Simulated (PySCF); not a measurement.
**Correlation energy of Li⁺ (lithium, charge +1)**

1s2, closed-shell 1S. All numbers are calculated (PySCF 2.14, scalar relativity by spin-free X2C-1e, in aug-cc-pCVTZ-DK with one added diffuse shell each of s, p, d, f type (8s7p5d3f, 75 functions)). Frozen: nothing; 2 electrons correlated.

With two correlated electrons CCSD is exact within the correlated space (frozen core and kept virtual orbitals).

```tsv
level	correlation energy (mhartree)
CCSD	-40.21
```

Diagnostics: T1 = 0.00041, D1 = 0.0006, largest double amplitude 0.018.

Cost of the coupled-cluster step: of the order of 1.7 core-seconds, for 2 correlated electrons.
